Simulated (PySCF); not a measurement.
C5H6FN.
Cartesian coordinates in Å at the GFN2-xTB level; atoms count from 1:
```
atom  x, y, z in Å
F1     2.315   -0.054    1.376
C2     1.901    0.130    0.067
C3     0.419    0.095   -0.033
C4    -0.468    1.028   -0.509
C5    -1.759    0.481   -0.380
C6    -1.620   -0.761    0.176
N7    -0.298   -0.992    0.373
H8     2.290    1.100   -0.256
H9     2.374   -0.675   -0.510
H10   -0.219    1.990   -0.910
H11   -2.679    0.954   -0.661
H12   -2.360   -1.490    0.441
H13    0.100   -1.808    0.808
```

Level of theory: PBE0/def2-SVPD in PySCF (dipole) on a GFN2-xTB geometry, gas phase.

Take the most abundant isotopes and a rigid rotor. The values belong to one conformer with, in the numbering `[F:1][CH2:2][c:3]1[cH:4][cH:5][cH:6][nH:7]1`, F1–C2–C3–C4 122°.

Problem. What are A, B and C (GHz)?

Solution. Ia = 71.34, Ib = 267.93, Ic = 317.71 u·Å²; 505379 MHz·u·Å²/I gives 7085, 1886 and 1591 MHz, that is A = 7.0846, B = 1.8863, C = 1.5907 GHz.

Problem. Classify the top.

Solution. An asymmetric top: κ = (2 × 1886 − 7085 − 1591)/(7085 − 1591) = -0.89.

Problem. What does the inertial defect say?

Solution. Not planar: Δ = Ic − Ia − Ib = -21.56 u·Å². For a rigid frame Δ = −2 Σ m c², so Σ m c² = 10.78 u·Å² lies off the ab plane: 2.60 from hydrogen and 8.18 from heavier atoms. The atom farthest from that plane is 1.45 Å away.

Problem. Give the other two planar moments, Paa and Pbb, and the rms extents of the mass along the axes.

Solution. Paa = Σ m a² = (Ib + Ic − Ia)/2 = 257.15 and Pbb = Σ m b² = (Ia + Ic − Ib)/2 = 60.56 u·Å². With the mass M = 99.05 u, the rms extents √(P/M) along a, b and c are 1.61, 0.78, 0.33 Å.

Problem. Where do the levels up to J = 5 lie, in K?

Solution. Above 0(0,0), as E/k:
J = 1: 1(0,1) 0.167, 1(1,1) 0.416, 1(1,0) 0.431
J = 2: 2(0,2) 0.500, 2(1,2) 0.736, 2(1,1) 0.778, 2(2,1) 1.527, 2(2,0) 1.527
J = 3: 3(0,3) 0.998, 3(1,3) 1.215, 3(1,2) 1.300, 3(2,2) 2.027, 3(2,1) 2.030, 3(3,1) 3.311, 3(3,0) 3.311
J = 4: 4(0,4) 1.660, 4(1,4) 1.853, 4(1,3) 1.995, 4(2,3) 2.695, 4(2,2) 2.703, 4(3,2) 3.979, 4(3,1) 3.979, 4(4,1) 5.774, 4(4,0) 5.774
J = 5: 5(0,5) 2.483, 5(1,5) 2.649, 5(1,4) 2.862, 5(2,4) 3.528, 5(2,3) 3.548, 5(3,3) 4.816, 5(3,2) 4.816, 5(4,2) 6.610, 5(4,1) 6.610, 5(5,1) 8.918, 5(5,0) 8.918

Problem. Predict some low-J microwave lines.

Solution. The dipole components are |μa| = 0.53 D, |μb| = 0.71 D, |μc| = 1.33 D. Intensities carry the squares of the components, which stand as 0.16 : 0.29 : 1.00 (a : b : c). Some lines, for components of 0.1 D or more:

| type | branch | J(Ka,Kc) | MHz | lower level (cm⁻¹) |
| --- | --- | --- | --- | --- |
| a | Q | 2(1,1) ← 2(1,2) | 887 | 0.511 |
| b | R | 2(0,2) ← 1(1,1) | 1743 | 0.289 |
| b | Q | 2(1,1) ← 2(0,2) | 5802 | 0.348 |
| a | R | 2(0,2) ← 1(0,1) | 6942 | 0.116 |
| a | R | 2(1,1) ← 1(1,0) | 7249 | 0.299 |
| b | R | 1(1,1) ← 0(0,0) | 8675 | 0.000 |
| c | R | 1(1,0) ← 0(0,0) | 8971 | 0.000 |
| b | R | 2(1,2) ← 1(0,1) | 11857 | 0.116 |
| c | R | 2(1,1) ← 1(0,1) | 12743 | 0.116 |
| c | Q | 2(2,1) ← 2(1,1) | 15595 | 0.541 |
| b | Q | 2(2,0) ← 2(1,1) | 15607 | 0.541 |
| b | Q | 2(2,1) ← 2(1,2) | 16482 | 0.511 |
| b | R | 2(2,1) ← 1(1,0) | 22844 | 0.299 |
| c | R | 2(2,0) ← 1(1,0) | 22857 | 0.299 |
| c | R | 2(2,1) ← 1(1,1) | 23140 | 0.289 |
| b | R | 2(2,0) ← 1(1,1) | 23152 | 0.289 |

No GFN2-xTB frequencies stand behind this structure, so it isn't proved a minimum. These are rigid-rotor constants of the computed structure; measured ground-state constants (B0) also hold zero-point vibration. Quadrupole hyperfine structure (14N) is left out.
